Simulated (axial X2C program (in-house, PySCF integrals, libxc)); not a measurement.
# WNC⁺: properties at the nuclei

Computed with an in-house all-electron X2C program for linear molecules (integrals from PySCF): two-component X2C with atomic mean-field Coulomb and Gaunt terms, Gaussian nuclei, basis W dyall-v3z, N dyall-av3z, C dyall-v3z with contracted cores.

W–N–C held linear, with bonds 1.862 and 1.205 Å (near the PBE0 minimum at charge 1 of the determinant lowest at the starting distance; the state shown can have its own minimum elsewhere, held linear; other orders of the atoms were not compared).

Determinant lowest in the PBE0 search, Ω = 1 (⟨Sz⟩ = 1.97, ⟨Lz⟩ = -0.97 at PBE0), spin on the atoms W 2.00, N -0.07, C 0.05:

```csv
level,Eeff magnitude (GV/cm),Ws magnitude W (kHz),A∥/gI W (MHz),qzz W (a.u.),A∥/gI N (MHz),qzz N (a.u.),A∥/gI C (MHz),qzz C (a.u.)
PBE0,5.52,5.35,5150,0.02,-35.3,-0.21,-29.9,-1.07
HF,0.997,1,4210,-1.90,-55,-0.26,-22.4,-1.25
r2SCAN,10.1,10.2,5730,0.14,-32.3,-0.23,-29,-1.05
```

Determinant 0.26 eV from it at PBE0 and this distance, Ω = 3 (⟨Sz⟩ = 1.97, ⟨Lz⟩ = 1.03 at PBE0), spin on the atoms W 2.01, N -0.09, C 0.05:

```
 level  Eeff magnitude (GV/cm)  Ws magnitude W (kHz)  A∥/gI W (MHz)  qzz W (a.u.)  A∥/gI N (MHz)  qzz N (a.u.)  A∥/gI C (MHz)  qzz C (a.u.)
  PBE0                    3.02                  1.17           2130          0.53          -1.59         -0.22           10.9         -1.07
    HF                    2.78                 0.616           1790         -1.15          -18.3         -0.27           9.51         -1.24
r2SCAN                    8.45                  3.03           2330          0.48           3.12         -0.23           12.8         -1.03
```

Eeff is the effective electric field on the electron electric dipole moment in this Ω state and Ws the scalar–pseudoscalar constant of the nucleus named (defined with the proton number Z and per Ω); A∥ (defined per Ω) follows by multiplying with gI = μI/(I μN); qzz is the electric field gradient, eQq0 = 234.96 MHz × Q/barn × qzz. The operators were transformed with the bare-nucleus X2C matrices; with these basis sets, hyperfine constants and field gradients can be off by tens of per cent, and where levels differ in sign neither size nor sign is settled.

Task: With gI(183W) = 0.2356, gI(14N) = 0.4038, Q(14N) = 0.02044 barn, gI(13C) = 1.4048 (g factors from the IAEA table of nuclear moments by Stone; Q from Pyykkö, Mol. Phys. 2018), turn the PBE0 values of the first state into constants in MHz.

Result: A∥(183W) = 5150 × 0.2356 = 1210 MHz; A∥(14N) = -35.3 × 0.4038 = -14.3 MHz; eQq0(14N) = 234.96 × (0.02044) × (-0.21) = -1.01 MHz; A∥(13C) = -29.9 × 1.4048 = -42 MHz.

The molecule was held linear; bending was not examined, so a bent shape may lie lower.

Each state is one determinant with collinear spin, which with several unpaired electrons need not be a pure state. Unrestricted Hartree–Fock can overshoot spin polarisation at the nuclei. In the state Ω = 1 the sign of Eeff differs between levels (HF against PBE0). In the state Ω = 3 the sign of Eeff differs between levels (HF against PBE0). With several open shells hyperfine constants can be off by a factor of several. Where Eeff spreads by more than a factor of two the levels disagree and none is to be relied on. Open-shell Ω = 0 determinants with evenly filled partner blocks cannot be reached by this program, so the Ω shown need not be the lowest component. The search compared states at one distance, so a state with another bond length can lie lower. The sign of Ws at W differs between levels in the first state. The sign of Ws at W differs between levels in the second state. Where a field gradient or hyperfine factor spreads by more than a factor of two over the levels, a constant derived from it is not to be relied on. PBE0 term energies can be off by some tenths of an eV.
